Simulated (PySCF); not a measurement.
**Ti(2+): ionisation energy**

Ti(2+) [Ar] 3d2 (3F) → Ti(3+) [Ar] 3d1 (2D), as a difference of total energies. Computed with PySCF 2.14 in pcseg-2 (6s4p3d2f1g, 56 functions), with the non-relativistic Hamiltonian (point nucleus). Correlated levels: valence: [Ar] frozen. The calculations carry no spin-orbit coupling.

```
           method  ionisation energy (eV)
              UHF                  26.674
             TPSS                  28.072
            B3LYP                  28.132
    MP2 (valence)                  26.785
SCS-MP2 (valence)                  26.711
```

Task: How much does correlation contribute at MP2 (valence)?

Result: 26.785 − (26.674) = 0.111 eV, measured against UHF.

These non-relativistic numbers lack the scalar-relativistic shift.

The reference lies between the lowest fine-structure levels, while these numbers refer to the centres of the terms.

Errors of the correlated levels include the incompleteness of this basis and the frozen core.

For comparison: 27.492 eV (measured; NIST Atomic Spectra Database, ionization energies).
